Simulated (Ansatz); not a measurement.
# Pulling the pair apart

The pair of CH4 (SMILES C, atoms 1–5) and AsH3 (SMILES [AsH3], atoms 6–9), both closed shells, in one local arrangement (a lower one may exist), relaxed at PBE0-D4/def2-TZVP:

| atom | x (Å) | y (Å) | z (Å) |
| --- | --- | --- | --- |
| C1 | -0.1361 | -0.2269 | -1.7400 |
| H2 | -0.0611 | -0.3746 | -2.8170 |
| H3 | 0.7486 | 0.3012 | -1.3847 |
| H4 | -0.2073 | -1.1953 | -1.2452 |
| H5 | -1.0256 | 0.3614 | -1.5157 |
| As6 | -0.1600 | -0.2491 | 2.0750 |
| H7 | 1.2827 | -0.0517 | 1.6343 |
| H8 | -0.5679 | 1.1138 | 1.5365 |
| H9 | 0.1268 | 0.3213 | 3.4569 |

AsH3 is shifted rigidly along the line between the mean atom positions of the two fragments (negative: closer). Counterpoise interaction energies in kcal/mol. Computed with Ansatz 0.2.0 (basis: def2-TZVPPD); correlated methods freeze the cores. Filled d shells of the heavier atoms are correlated. The def2 sets are not built for correlating such inner shells, so the correlated values are less sure here.

```
shift (Å)  wB97M-V  PBE-D4  PBE0-D4
    -0.38    -0.40   -0.54    -0.45
    -0.19    -0.70   -0.94    -0.83
     0.00    -0.74   -1.03    -0.93
     0.19    -0.68   -0.98    -0.89
     0.46    -0.54   -0.81    -0.74
     0.95    -0.32   -0.48    -0.44
     1.91    -0.11   -0.15    -0.14
     3.82    -0.02   -0.02    -0.02
```

Task: What does CCSD(T) give at these shifts? (An estimate is asked for; the value comes from the calculation.)

Result: The calculation gives: -0.12, -0.54, -0.66, -0.64, -0.53, -0.31, -0.10, -0.02 kcal/mol. For zero shift, CCSD(T) at an estimated basis limit (MP2 extrapolated from triple and quadruple zeta, plus CCSD(T) − MP2 in triple zeta) gives -0.83 kcal/mol. These are counterpoise interaction energies, counted from the two frozen fragments.

No T1 diagnostic of these runs exceeds 0.011.

For scale, one of the runs: CCSD(T)/def2-TZVPPD, 210 basis functions, launched by `ansatz run in.yaml --threads 4 --pin off --events-out ev --progress --plain --max-ram 9574MiB`. The run took 14 s on 4 CPU threads of an AMD EPYC 9R45 (shared host), with 2.8 GiB of host memory at its peak.
